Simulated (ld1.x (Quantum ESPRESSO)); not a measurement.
## Configuration tests for Cl (TM)

| Quantity | Value |
| --- | --- |
| Element | chlorine (Cl) |
| Generator | ld1.x (Quantum ESPRESSO) 7.5 |
| Type | norm-conserving Troullier–Martins (Kleinman–Bylander form) |
| Functional | LDA (PZ) |
| Relativity | non-relativistic |
| Frozen core | [He] |
| Valence charge | 15 |
| Reference configuration | 2s2 2p6 3s2 3p5 |
| Partial waves | 2p (bound): rc 0.45 bohr; 3d channel at 0.4 Ry: rc 0.45 bohr; 2s (bound): rc 0.60 bohr |
| Local potential | the s channel |
| Core correction | none |

Occupied shells without a wave of their own: 3p, 3s. They enter only through the test configuration that unscreens the potential.

Energies are relative to the spin-unpolarised reference configuration 2s2 2p6 3s2 3p5; without spin polarisation the order of configurations can differ from experiment. Not all tests gave a result: 4 of 9 tests not solved or not reliable. The frozen-core shift is the all-electron ΔE with the core orbitals held at their reference shape minus the fully relaxed ΔE.

```
valence configuration  charge  ΔE all-electron (eV)  error AE − PS (meV)  frozen-core shift (meV)
      2s2 2p6 3s2 3p4      +1                13.987                 -258                      n/a
      2s2 2p6 3s2 3p2      +3                77.928                -1143                      0.0
      2s2 2p6 3s2 3p1      +4               130.296                -1780                      n/a
      2s1 2p6 3s2 3p5      +1               266.688                  +76                     +2.7
    2s2 2p6 3s2 3p4.5    +0.5                 5.642                 -114                      0.0
```

The 3p, 3s levels have no wave, so the channel is fitted at the deeper level alone: the likely source of the large errors.

A Bessel basis up to 400 Ry misses an occupied level by 0.23 Ry, so cutoffs and ghosts were not judged. The potential misses its own reference levels by up to 0.8 eV.
